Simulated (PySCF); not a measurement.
CdBi: energy against distance

Set-up: basis Cd def2-SVP with ECP28, Bi def2-SVP with ECP60; scalar-relativistic core potentials; PySCF 2.14. Energies in eV from Cd + Bi in their ground configurations at the same level. All curves are PBE0. state 1: ⁴Σ⁻ (quartet), unpaired electrons σ ↑, π ↑↑; state 2: Ms = 0.5 determinant of mixed spin (⟨S²⟩ near 1.8), unpaired electrons σ ↓, π ↑↑, a second solution, started from another occupation; state 3: doublet, unpaired electrons π ↑, a second solution, started from another occupation.

```
R (Å)  state 1  state 2  state 3
2.715   0.0397   0.3449   0.4593
2.841  -0.1056   0.2323   0.4808
2.968  -0.1733   0.2015   0.5600
3.062  -0.1928   0.2115   0.6393
3.157  -0.1957   0.2385   0.7260
3.252  -0.1885   0.2752   0.8147
3.378  -0.1706   0.3302   0.9295
3.536  -0.1436   0.3978   1.0605
3.725  -0.1126   0.4675   1.1939
3.978  -0.0792   0.5361   1.3303
```

Problem. Put a parabola through the three lowest points of the state 1 curve and estimate Re, k and ωe (reduced mass 73.72 u; 1 eV/Å² = 0.16022 mdyn/Å; ωe = 1302.8·√(k/μ) cm⁻¹).

Solution. Through R = 3.062, 3.157, 3.252 Å the second-order coefficient is 0.560 eV/Å², so Re ≈ 3.137 Å, k ≈ 0.179 mdyn/Å and ωe ≈ 64 cm⁻¹. A polynomial fit of higher order to the unrounded PBE0 energies gives Re = 3.130 Å, k = 0.206 mdyn/Å, ωe = 68.9 cm⁻¹; anharmonicity and rounding make the difference.

The higher-order fit for each curve: state 1: Re = 3.130 Å, ωe = 68.9 cm⁻¹, De = 0.196 eV; state 2: Re = 2.973 Å, ωe = 103 cm⁻¹, minimum 0.201 eV above the ground-state fragments. State 3 gave no clean fit.

The bond is weak. Basis-set superposition, not corrected here, can be much of De in a small basis, most of all at correlated wavefunction levels. Functionals without a dispersion term scatter widely for such bonds, and LDA overbinds them. Spin–orbit coupling is left out, which matters for elements this heavy, above all for dissociation energies. The state is the lowest determinant that a PBE0 search found; another state may lie lower at other levels.
